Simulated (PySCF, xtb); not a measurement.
VOCl₃, SMILES [O]=[V]([Cl])([Cl])[Cl], multiplicity 1.

GFN2-xTB run with xtb 6.7.1 at its own geometry gives an orbital gap of 2.95 eV and a dipole moment of 3.12 D.

Geometry optimised at PBE-D3(BJ)/def2-SVP. The spin state was assumed, not searched.

Task: What does PBE/def2-TZVP in PySCF give? (Estimate from the structure and the level; the computed values follow.)

Result: gap 3.07 eV (levels -8.30 and -5.23 eV), dipole 0.66 D.
